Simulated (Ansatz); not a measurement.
Born–Oppenheimer molecular dynamics of C₂H₆FSi (10 atoms, charge 0, multiplicity 2). It starts at the highest image of a converged band. Of that band: A vibrational analysis at the climbing image gives one clearly imaginary mode, 41i cm⁻¹, and a faint second one (18i cm⁻¹) that may be numerical noise or a soft torsion: probably a first-order saddle point.

The calculation used UKS BLYP-D4/6-31G* (Ansatz).

* ensemble: NVE (velocity Verlet)
* time step: 0.5 fs
* steps asked: 200
* starting velocities drawn for: 300 K
* seed: 7853

Frames 5 fs apart, positions in Å, forces in eV/Å.

Velocities at 20.0 fs (Å/ps):

```
H 1.71 15.51 -13.55
Si 0.96 -0.90 0.42
F -3.88 3.02 0.06
C 1.31 -1.83 -3.36
C 1.19 -1.75 0.05
H 8.89 -3.83 6.89
H -1.53 4.96 23.46
H 10.00 11.62 2.99
H 5.13 -3.97 -3.73
H -7.64 -13.56 10.62
```

```xyz
10
Properties=species:S:1:pos:R:3:forces:R:3 time_fs=20.0 energy_less_start_eV=0.179 T=129
H 0.648 -0.410 0.164 -0.81 0.33 0.11
Si 1.821 -1.228 -0.069 1.50 0.71 -0.98
F 1.580 -2.333 -1.238 -0.12 -0.04 0.02
C -1.297 0.953 0.785 -0.37 0.05 -0.84
C -1.903 1.219 -0.370 1.34 -0.64 1.28
H 2.260 -1.881 1.157 0.12 -0.42 0.63
H 2.976 -0.273 -0.512 -0.68 -0.59 0.22
H -1.487 1.112 1.843 -0.01 0.07 0.11
H -1.542 0.935 -1.334 0.77 -0.53 -0.82
H -2.792 1.770 -0.475 -1.73 1.05 0.27
10
Properties=species:S:1:pos:R:3:forces:R:3 time_fs=25.0 energy_less_start_eV=0.159 T=148
H 0.601 -0.328 0.108 0.33 -0.57 0.09
Si 1.831 -1.230 -0.068 -0.42 0.30 0.94
F 1.561 -2.319 -1.238 0.04 -0.13 -0.13
C -1.292 0.945 0.766 0.28 0.09 0.64
C -1.891 1.208 -0.367 -1.23 0.44 -1.22
H 2.295 -1.927 1.221 -0.44 0.17 -0.50
H 2.919 -0.300 -0.390 0.51 0.22 -0.39
H -1.435 1.167 1.832 -0.01 -0.13 -0.25
H -1.474 0.887 -1.370 -0.46 0.31 0.90
H -2.919 1.758 -0.397 1.40 -0.70 -0.08
10
Properties=species:S:1:pos:R:3:forces:R:3 time_fs=30.0 energy_less_start_eV=0.142 T=164
H 0.603 -0.354 0.077 0.24 -0.33 0.19
Si 1.838 -1.229 -0.061 -0.49 0.31 0.45
F 1.541 -2.306 -1.239 0.19 -0.09 -0.15
C -1.282 0.938 0.756 0.56 0.08 0.11
C -1.896 1.201 -0.377 0.67 -0.49 1.03
H 2.242 -1.951 1.200 -0.25 0.04 -0.14
H 2.953 -0.298 -0.345 0.33 0.05 -0.34
H -1.390 1.200 1.798 -0.15 -0.06 0.40
H -1.466 0.876 -1.296 0.13 -0.22 -1.15
H -2.855 1.659 -0.339 -1.23 0.71 -0.39
10
Properties=species:S:1:pos:R:3:forces:R:3 time_fs=35.0 energy_less_start_eV=0.152 T=155
H 0.637 -0.440 0.091 -0.69 0.64 0.25
Si 1.842 -1.225 -0.052 0.94 0.26 -0.93
F 1.524 -2.294 -1.243 0.29 0.04 -0.08
C -1.263 0.933 0.750 0.16 0.40 0.48
C -1.895 1.187 -0.377 -0.62 -0.15 -0.53
H 2.136 -1.976 1.161 0.19 -0.32 0.66
H 3.052 -0.291 -0.376 -0.71 -0.64 0.09
H -1.374 1.208 1.813 -0.04 -0.25 -0.36
H -1.476 0.852 -1.366 -0.49 0.32 0.66
H -2.935 1.653 -0.366 0.96 -0.30 -0.24
10
Properties=species:S:1:pos:R:3:forces:R:3 time_fs=40.0 energy_less_start_eV=0.096 T=208
H 0.569 -0.415 0.157 0.55 0.04 0.00
Si 1.851 -1.219 -0.048 -1.28 -0.90 0.46
F 1.511 -2.281 -1.247 0.28 0.16 0.03
C -1.240 0.936 0.749 -0.29 0.22 -1.04
C -1.899 1.169 -0.381 -0.19 -0.05 0.67
H 2.062 -2.046 1.229 0.15 0.44 -0.44
H 3.025 -0.404 -0.398 0.33 0.25 -0.05
H -1.373 1.170 1.794 -0.07 0.00 0.43
H -1.558 0.872 -1.364 0.46 -0.27 -0.39
H -2.904 1.630 -0.438 0.07 0.10 0.32
10
Properties=species:S:1:pos:R:3:forces:R:3 time_fs=45.0 energy_less_start_eV=0.092 T=211
H 0.600 -0.366 0.226 0.61 -0.05 -0.19
Si 1.851 -1.220 -0.041 -1.26 -0.65 0.27
F 1.501 -2.267 -1.251 0.10 0.16 0.09
C -1.222 0.943 0.735 -0.29 0.08 0.33
C -1.904 1.147 -0.377 0.18 -0.12 -0.66
H 2.028 -2.035 1.225 0.24 0.22 -0.21
H 3.059 -0.474 -0.428 0.32 0.33 0.03
H -1.381 1.121 1.817 0.11 -0.06 -0.55
H -1.563 0.851 -1.394 0.20 -0.04 0.51
H -2.881 1.645 -0.448 -0.21 0.13 0.38
10
Properties=species:S:1:pos:R:3:forces:R:3 time_fs=50.0 energy_less_start_eV=0.130 T=176
H 0.747 -0.311 0.257 -0.57 0.55 -0.09
Si 1.842 -1.227 -0.033 1.27 0.19 -0.99
F 1.492 -2.250 -1.254 -0.14 0.07 0.07
C -1.210 0.952 0.721 -0.04 -0.31 -0.32
C -1.906 1.124 -0.381 -0.81 0.72 -0.11
H 2.051 -1.986 1.190 0.26 -0.48 0.64
H 3.147 -0.480 -0.446 -0.79 -0.35 0.35
H -1.371 1.068 1.776 0.00 0.21 0.62
H -1.514 0.812 -1.357 -0.13 0.07 -0.08
H -2.907 1.684 -0.381 0.95 -0.67 -0.09
10
Properties=species:S:1:pos:R:3:forces:R:3 time_fs=55.0 energy_less_start_eV=0.147 T=159
H 0.805 -0.166 0.258 -0.06 -0.37 -0.20
Si 1.841 -1.232 -0.030 0.29 0.08 0.78
F 1.481 -2.233 -1.256 -0.32 -0.08 -0.02
C -1.199 0.955 0.707 0.07 -0.38 0.98
C -1.915 1.110 -0.387 1.64 -0.51 0.29
H 2.122 -2.017 1.254 -0.24 0.15 -0.48
H 3.094 -0.543 -0.397 0.35 0.20 -0.09
H -1.352 1.055 1.801 0.11 0.16 -0.56
H -1.489 0.784 -1.339 -0.29 0.12 -0.34
H -2.829 1.636 -0.327 -1.55 0.64 -0.35
10
Properties=species:S:1:pos:R:3:forces:R:3 time_fs=60.0 energy_less_start_eV=0.165 T=142
H 0.836 -0.093 0.217 0.14 -0.76 -0.11
Si 1.843 -1.237 -0.023 0.08 0.56 0.59
F 1.467 -2.216 -1.258 -0.33 -0.13 -0.03
C -1.187 0.950 0.706 -0.02 -0.30 -0.55
C -1.905 1.093 -0.388 -1.04 0.80 -0.20
H 2.145 -2.030 1.236 -0.37 0.08 -0.28
H 3.106 -0.567 -0.363 0.50 0.23 -0.18
H -1.313 1.084 1.763 -0.03 0.20 0.60
H -1.527 0.783 -1.388 -0.31 0.20 0.38
H -2.938 1.640 -0.353 1.38 -0.88 -0.21
10
Properties=species:S:1:pos:R:3:forces:R:3 time_fs=65.0 energy_less_start_eV=0.188 T=121
H 0.877 -0.166 0.154 -0.65 0.37 0.20
Si 1.847 -1.237 -0.012 1.71 0.50 -1.23
F 1.448 -2.202 -1.261 -0.16 -0.04 0.06
C -1.175 0.940 0.701 -0.18 0.12 0.27
C -1.907 1.088 -0.390 1.37 -0.52 0.32
H 2.090 -2.038 1.175 -0.10 -0.45 0.73
H 3.206 -0.550 -0.362 -0.76 -0.40 0.21
H -1.275 1.151 1.786 0.01 -0.10 -0.60
H -1.613 0.810 -1.395 0.62 -0.35 -0.36
H -2.866 1.515 -0.419 -1.85 0.87 0.39
10
Properties=species:S:1:pos:R:3:forces:R:3 time_fs=70.0 energy_less_start_eV=0.112 T=193
H 0.800 -0.189 0.133 0.06 0.02 0.21
Si 1.863 -1.234 -0.008 -0.23 -0.57 -0.03
F 1.428 -2.188 -1.263 0.09 0.03 0.11
C -1.166 0.931 0.696 -0.15 0.17 -0.77
C -1.898 1.080 -0.391 -1.35 0.18 -0.78
H 2.003 -2.116 1.231 -0.08 0.39 -0.33
H 3.172 -0.604 -0.323 0.20 0.10 0.03
H -1.237 1.205 1.735 -0.06 0.00 0.51
H -1.590 0.782 -1.428 0.07 0.07 0.76
H -2.992 1.484 -0.405 1.44 -0.40 0.29
10
Properties=species:S:1:pos:R:3:forces:R:3 time_fs=75.0 energy_less_start_eV=0.134 T=171
H 0.731 -0.199 0.159 0.75 -0.29 0.07
Si 1.877 -1.234 -0.006 -1.78 -0.45 0.28
F 1.409 -2.173 -1.264 0.29 0.07 0.07
C -1.160 0.927 0.682 0.13 0.48 0.39
C -1.907 1.072 -0.400 0.88 -0.47 0.86
H 1.902 -2.123 1.237 0.16 0.37 -0.33
H 3.182 -0.638 -0.275 0.61 0.29 -0.08
H -1.211 1.246 1.739 -0.08 -0.30 -0.37
H -1.531 0.748 -1.356 0.03 -0.18 -0.74
H -2.920 1.413 -0.330 -0.99 0.47 -0.14
```

Of the whole run (100 fs, mean temperature of the second half 168 K): The conserved energy stayed within 0.24 meV per atom of its start (net change 0.13 meV per atom), so the integration is sound. The temperature averaged 0.56 of the 300 K drawn at the start: a run that starts near a minimum puts about half its kinetic energy into the potential. A run of 0.1 ps of so small a system gives no equilibrium averages.

Run time: 3.7 min on 2 threads of Intel(R) Xeon(R) Platinum 8488C (Sapphire Rapids), on a shared host, peak memory 0.15 GiB.
